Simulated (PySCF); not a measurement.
C7H12SSi.
InChI=1S/C7H12SSi/c1-6(2)9-7-4-3-5-8-7/h3-6H,9H2,1-2H3

Torsions of this conformer, `[CH3:1][CH:2]([CH3:3])[SiH2:4][c:5]1[cH:6][cH:7][cH:8][s:9]1`: C1–C2–Si4–C5 -57°, C2–Si4–C5–C6 111°.

The closed-shell ground state was solved at several levels (PySCF, density fitting, gas phase, non-relativistic). Isolated species at its PBE0-D3(BJ)/def2-SVP geometry (one conformer only).

```json
{"level": "B3LYP/pcSseg-1", "basis functions": "227", "total energy (Eh)": "-961.6376", "HOMO (eV)": "-6.66", "LUMO (eV)": "-0.92", "gap (eV)": "5.74", "dipole (D)": "0.83"}
{"level": "wB97X-D/def2-SVPD", "basis functions": "287", "total energy (Eh)": "-961.1584", "HOMO (eV)": "-8.67", "LUMO (eV)": "0.91", "gap (eV)": "9.58", "dipole (D)": "0.86"}
```

(1) Estimate the row for PBE0/pcSseg-1, a basis of 227 functions; the other rows only guide the guess.

(2) Over all these levels, which gives the widest orbital gap and which the narrowest?

(3) How far do the dipole and the HOMO energy spread over the levels?

## Answers

(1) Total energy -960.9949 Eh, HOMO -6.91 eV, LUMO -0.77 eV, gap 6.14 eV, dipole 0.86 D.

(2) wB97X-D/def2-SVPD (range-separated hybrid) has the widest, 9.58 eV, and B3LYP/pcSseg-1 (global hybrid, 20 % exact exchange) the narrowest, 5.74 eV. Functional and basis both differ between the two, so the spread mixes both effects.

(3) The dipole runs from 0.83 to 0.86 D (mean 0.85 D) and the HOMO from -8.67 to -6.66 eV.

wB97X-D is run here without its empirical dispersion term; that term would change no orbital, density or response property at a fixed geometry.
